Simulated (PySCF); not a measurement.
Input for PySCF: R-HF/STO-3G on BH4P (SMILES BP), a point of a torsion scan.

```python
from pyscf import gto, scf, dft, mp
from pyscf.data.elements import chemcore

mol = gto.M(
    atom='''
    B    -0.84095470    0.01199551   -0.03185208
    P     1.03214430    0.06852201   -0.07184920
    H    -1.49747484    0.86054510   -0.49166857
    H    -1.34378334   -0.96473724    0.36882157
    H     1.23435105    1.26312657   -0.74177535
    H     1.19779580   -0.75909860   -1.16359993
    ''',
    basis='sto-3g',
    charge=0, spin=0, verbose=3, max_memory=1800)
mf = scf.RHF(mol)
mf.conv_tol = 1e-8
mf.max_cycle = 100
mf.kernel()
if not mf.converged:
    mf = mf.newton().run(mf.mo_coeff, mf.mo_occ)
```

It printed:

```
converged SCF energy = -363.581494996384
```

The calculation finished and met its thresholds.

Cost: around 0.28 core-seconds (rough).
